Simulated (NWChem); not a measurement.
All runs are NWChem calculations. System: germanium monoxide (GeO), charge 0, spin multiplicity 1, at a geometry optimised with PBE/def2-SVP. Level: CCSD(T)/def2-TZVP, 10 core orbitals frozen.

NWChem printed:

```
             Northwest Computational Chemistry Package (NWChem) 7.3.0
             --------------------------------------------------------

                                NWChem Input Module
                                -------------------

 Scaling coordinates for geometry "geometry" by  1.889725989
 (inverse scale =  0.529177249)

 Turning off AUTOSYM since
 SYMMETRY directive was detected!

                             Geometry "geometry" -> ""
                             -------------------------

 Output coordinates in angstroms (scale by  1.889725989 to convert to a.u.)

  No.       Tag          Charge          X              Y              Z
 ---- ---------------- ---------- -------------- -------------- --------------
    1 Ge                  32.0000     0.00000000     0.00000000     0.32972200
    2 O                    8.0000     0.00000000     0.00000000    -1.31888800

 Effective nuclear repulsion energy (a.u.)      82.1718755460

            Nuclear Dipole moment (a.u.)
            ----------------------------
        X                 Y               Z
 ---------------- ---------------- ----------------
     0.0000000000     0.0000000000     0.0000000000

      Symmetry information
      --------------------

 Group name             C2v
 Group number             16
 Group order               4
 No. of unique centers     2

      Symmetry unique atoms

     1    2


 Summary of "ao basis" -> "" (spherical)
 ------------------------------------------------------------------------------
       Tag                 Description            Shells   Functions and Types
 ---------------- ------------------------------  ------  ---------------------
 *                         def2-tzvp                  on all atoms

 Summary of "ao basis" -> "ao basis" (spherical)
 ------------------------------------------------------------------------------
       Tag                 Description            Shells   Functions and Types
 ---------------- ------------------------------  ------  ---------------------
 Ge                        def2-tzvp                16       48   6s5p4d1f
 O                         def2-tzvp                11       31   5s3p2d1f

                                 NWChem SCF Module
                                 -----------------

  ao basis        = "ao basis"
  functions       =    79
  atoms           =     2
  closed shells   =    20
  open shells     =     0
  charge          =   0.00
  wavefunction    = RHF
  use symmetry    = T
  symmetry adapt  = T

 Summary of "ao basis" -> "ao basis" (spherical)
 ------------------------------------------------------------------------------
       Tag                 Description            Shells   Functions and Types
 ---------------- ------------------------------  ------  ---------------------
 Ge                        def2-tzvp                16       48   6s5p4d1f
 O                         def2-tzvp                11       31   5s3p2d1f

      Symmetry analysis of basis
      --------------------------

        a1         35
        a2          8
        b1         18
        b2         18

 Forming initial guess at       0.1s

      Superposition of Atomic Density Guess
      -------------------------------------

 Sum of atomic energies:       -2150.09036959

      Non-variational initial energy
      ------------------------------

 Total energy =   -2150.029802
 1-e energy   =   -3162.034375
 2-e energy   =     929.832697
 HOMO         =      -0.351165
 LUMO         =      -0.032928

      Symmetry analysis of molecular orbitals - initial
      -------------------------------------------------

 !! scf_movecs_sym_adapt:   52 vectors were symmetry contaminated

  Symmetry fudging

 !! scf_movecs_sym_adapt:   46 vectors were symmetry contaminated

  Numbering of irreducible representations:

     1 a1          2 a2          3 b1          4 b2

  Orbital symmetries:

     1 a1          2 a1          3 a1          4 b2          5 b1
     6 a1          7 a1          8 a1          9 b2         10 b1
    11 a1         12 b1         13 b2         14 a1         15 a2
    16 a1         17 a1         18 b2         19 b1         20 a1
    21 b2         22 b1         23 a1         24 a1         25 a2
[...]
    56     -0.302953  2 O  pz                 5      0.264591  1 Ge s
    59     -0.261790  2 O  pz                62     -0.207830  2 O  pz
    21      0.160437  1 Ge pz                12     -0.159626  1 Ge pz
     4     -0.153052  1 Ge s

 Vector   21  Occ=0.000000D+00  E= 3.156780D-02  Symmetry=b2
              MO Center=  2.8D-30, -1.9D-15,  4.4D-01, r^2= 3.3D+00
   Bfn.  Coefficient  Atom+Function         Bfn.  Coefficient  Atom+Function
  ----- ------------  ---------------      ----- ------------  ---------------
    20      0.796656  1 Ge py                17      0.301246  1 Ge py
    61     -0.242008  2 O  py                55     -0.180455  2 O  py
    11     -0.154109  1 Ge py

 Vector   22  Occ=0.000000D+00  E= 3.156780D-02  Symmetry=b1
              MO Center= -1.4D-14,  3.7D-30,  4.4D-01, r^2= 3.3D+00
   Bfn.  Coefficient  Atom+Function         Bfn.  Coefficient  Atom+Function
  ----- ------------  ---------------      ----- ------------  ---------------
    19      0.796656  1 Ge px                16      0.301246  1 Ge px
    60     -0.242008  2 O  px                54     -0.180455  2 O  px
    10     -0.154109  1 Ge px

 Vector   23  Occ=0.000000D+00  E= 1.495303D-01  Symmetry=a1
              MO Center=  1.1D-16, -1.1D-16,  3.2D-01, r^2= 4.8D+00
   Bfn.  Coefficient  Atom+Function         Bfn.  Coefficient  Atom+Function
  ----- ------------  ---------------      ----- ------------  ---------------
    21      1.486831  1 Ge pz                53      1.419661  2 O  s
     6     -1.175630  1 Ge s                 62      0.511300  2 O  pz
    18      0.193982  1 Ge pz

 center of mass
 --------------
 x =   0.00000000 y =   0.00000000 z =   0.06889552

 moments of inertia (a.u.)
 ------------------
         127.628469696329           0.000000000000           0.000000000000
           0.000000000000         127.628469696329           0.000000000000
           0.000000000000           0.000000000000           0.000000000000

  Mulliken analysis of the total density
  --------------------------------------

    Atom       Charge   Shell Charges
 -----------   ------   -------------------------------------------------------
    1 Ge  32    31.34   2.00  2.00  1.17  0.78  0.98  0.93  5.98  4.41  1.59  0.85  0.44  8.92  1.09  0.05  0.10  0.04
    2 O    8     8.66   0.79  1.18  0.59  0.96  0.33  1.76  1.96  1.07  0.00  0.02  0.00

       Multipole analysis of the density wrt the origin
       ------------------------------------------------

     L   x y z        total         open         nuclear
     -   - - -        -----         ----         -------
     0   0 0 0     -0.000000      0.000000     40.000000

     1   1 0 0     -0.000000      0.000000      0.000000
     1   0 1 0     -0.000000      0.000000      0.000000
     1   0 0 1      1.700488      0.000000      0.000000

     2   2 0 0    -14.911420      0.000000      0.000000
     2   1 1 0     -0.000000      0.000000      0.000000
     2   1 0 1     -0.000000      0.000000      0.000000
     2   0 2 0    -14.911420      0.000000      0.000000
     2   0 1 1     -0.000000      0.000000      0.000000
     2   0 0 2    -21.132277      0.000000     62.117434

                   NWChem Extensible Many-Electron Theory Module
                   ---------------------------------------------


            General Information
            -------------------
      Number of processors :     1
         Wavefunction type : Restricted Hartree-Fock
          No. of electrons :    40
           Alpha electrons :    20
            Beta electrons :    20
           No. of orbitals :   158
            Alpha orbitals :    79
             Beta orbitals :    79
        Alpha frozen cores :    10
         Beta frozen cores :    10
     Alpha frozen virtuals :     0
      Beta frozen virtuals :     0
         Spin multiplicity : singlet
    Number of AO functions :    79
       Number of AO shells :    27
        Use of symmetry is : on
      Symmetry adaption is : on
         Schwarz screening : 0.10D-09

          Correlation Information
          -----------------------
          Calculation type : Coupled-cluster singles & doubles w/ perturbation
   Perturbative correction : (T)
            Max iterations :      100
        Residual threshold : 0.10D-05
     T(0) DIIS level shift : 0.00D+00
     L(0) DIIS level shift : 0.00D+00
     T(1) DIIS level shift : 0.00D+00
     L(1) DIIS level shift : 0.00D+00
     T(R) DIIS level shift : 0.00D+00
     T(I) DIIS level shift : 0.00D+00
   CC-T/L Amplitude update :  5-th order DIIS
                I/O scheme : Global Array Library
        L-threshold :  0.10D-05
        EOM-threshold :  0.10D-05
 no EOMCCSD initial starts read in
 TCE RESTART OPTIONS
 SLICE:      F
 D4D5:       F
 quantumc:   F
 qrotation:  F
 pwtce:      F
 qducc:      F
 nacto:                         0
 nrotv:                         0
 nrot:                          0

            Memory Information
            ------------------
          Available GA space size is     249030559 doubles
          Available MA space size is     104848796 doubles

 Maximum block size supplied by input
 Maximum block size        24 doubles

 tile_dim =     24

 -------------------------------------------------

 Global array virtual files algorithm will be used

 Parallel file system coherency ......... OK

 4-electron integrals stored in orbital form

 v2    file size   =          1609981
 4-index algorithm nr.  13 is used
 imaxsize =       30
 imaxsize ichop =        0


CCSD iterations
 ---------------------------------------------------------
 Iter          Residuum       Correlation     Cpu    Wall
 ---------------------------------------------------------
    1   0.2072736350717  -0.4773564226153     0.3     0.3
    2   0.0543044140397  -0.4486241749712     0.3     0.3
    3   0.0217427282135  -0.4657395316938     0.3     0.3
    4   0.0166583085247  -0.4613181335534     0.3     0.3
    5   0.0100581336074  -0.4651692802244     0.4     0.4
    6   0.0023045948913  -0.4643783489620     0.3     0.3
    7   0.0014913072768  -0.4642406067401     0.3     0.3
    8   0.0006569330008  -0.4643329302296     0.3     0.3
    9   0.0006639113242  -0.4642823051222     0.2     0.2
   10   0.0002953667861  -0.4643548438896     0.4     0.4
   11   0.0000708284697  -0.4643585868330     0.4     0.4
   12   0.0000272545358  -0.4643504667187     0.4     0.4
   13   0.0000168160865  -0.4643525529291     0.4     0.4
   14   0.0000082068651  -0.4643512512902     0.4     0.4
   15   0.0000053802387  -0.4643519246257     0.4     0.4
   16   0.0000018592024  -0.4643516554869     0.4     0.4
   17   0.0000014464436  -0.4643514868716     0.4     0.4
   18   0.0000006650335  -0.4643516154059     0.4     0.4
 -----------------------------------------------------------------
 Iterations converged
 CCSD correlation energy / hartree =        -0.464351615405935
 CCSD total energy / hartree       =     -2150.714289126447056

 Singles contributions

 Doubles contributions
 CCSD(T)
 Using plain CCSD(T) code
             total no. of tasks          500
 total no. of tasks / no. procs          500
                         wl_min          343           2.6
                         wl_max      1728000          11.0
        thresh for no. of tasks          500

 CCSD[T]  correction energy / hartree =        -0.030053037804088
 CCSD[T] correlation energy / hartree =        -0.494404653210023
 CCSD[T] total energy / hartree       =     -2150.744342164251066
 CCSD(T)  correction energy / hartree =        -0.025152963040427
 CCSD(T) correlation energy / hartree =        -0.489504578446362
 CCSD(T) total energy / hartree       =     -2150.739442089487511

 Task  times  cpu:       20.5s     wall:       20.5s

 Total times  cpu:       20.5s     wall:       20.5s
```

Question: Write an NWChem input that would produce this output.

Answer: Several could match; the one computed here: 
```
start mol
memory heap 100 mb stack 700 mb global 1900 mb
geometry units angstroms nocenter noautoz
  Ge     0.000000     0.000000     0.329722
  O      0.000000     0.000000    -1.318888
  symmetry group C2v
end
basis spherical
  * library def2-tzvp
end
scf
  rhf
  nopen 0
  maxiter 100
  thresh 1e-7
  semidirect memsize 60000000 filesize 0
end
tce
  freeze core 10
  ccsd(t)
  2eorb
  2emet 13
  thresh 1e-6
  maxiter 100
  tilesize 24
end
task tce energy
```
